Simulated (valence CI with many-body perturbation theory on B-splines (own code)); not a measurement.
## Te²⁺: key properties

Level of theory: valence CI with perturbative core correlation (CI+MBPT): four valence electrons over a frozen Dirac-Fock core [Kr] 4d10, a basis of 9 s, 9 p, 8 d, 6 f, 3 g, 1 h functions for each j, with the one-electron correlation potential Σ1, the two-electron term Σ2, the three-electron term Σ3, Breit, model QED; selected CI, second order for the rest, scaled by the run's own slope (own B-spline code, finite nucleus).

Against 27 measured levels this calculation errs by 167 cm⁻¹ on average and by 394 at most. These come from a selection out of Zhang, Palmeri, Quinet and Biemont, Astron. Astrophys. 551, A136 (2013). Levels without a partner in it may be off by more. Among the levels kept, up to 330 cm⁻¹ of a level comes from second order outside the variational space, and about a tenth of that is noise between levels of different J, which matters for small intervals. 5 measured levels below the end of the list, from 114216 cm⁻¹ on, found no clear computed partner, and computed levels of the same name lie up to 1999 cm⁻¹ from them.

Rates and lifetimes use the calculated energies. Strong lines usually hold to 10 to 20 %, long lifetimes can be off by a factor of two.

Task: What is the ground level?

Result: 5s2 5p2 3P_0, composition 90 % 5s2 5p2 3P + 6 % 5s2 5p2 1S.

Task: Name the longest-lived excited levels whose lifetime is computed, and their main decay.

Result: 5s2 5p2 3P_2 at 8160 cm⁻¹ lives 2.34 s, mostly by M1 to 5s2 5p2 3P_1; 5s2 5p2 3P_1 at 4757 cm⁻¹ lives 553 ms, mostly by M1 to 5s2 5p2 3P_0; 5s2 5p 5d 3F°_4 at 111318 cm⁻¹ lives 226 ms, mostly by M1 to 5s2 5p 5d 3F°_3.

Task: What is the ionisation energy?

Result: 27.797 eV; NIST lists 27.84 ± 0.04 eV (measured).

Task: How well does LS coupling describe the low levels?

Result: Among the lowest 20 levels the leading LS term, summed over configurations, holds 83 % on average. For single configurations the figures are 72 % in LS and 66 % in jj coupling. Terms mix most in the J = 2 level at 100289 cm⁻¹, where the leading one holds 45 %.

Task: Among levels below 133709 cm⁻¹, which E1 lines absorb most strongly from the ground level?

Result: to 5s2 5p 5d 1P°_1 at 87.37 nm, f = 1.40; to 5s 5p3 3S°_1 at 86.05 nm, f = 1.37; to 5s2 5p 6s 3P°_1 at 92.64 nm, f = 0.247.
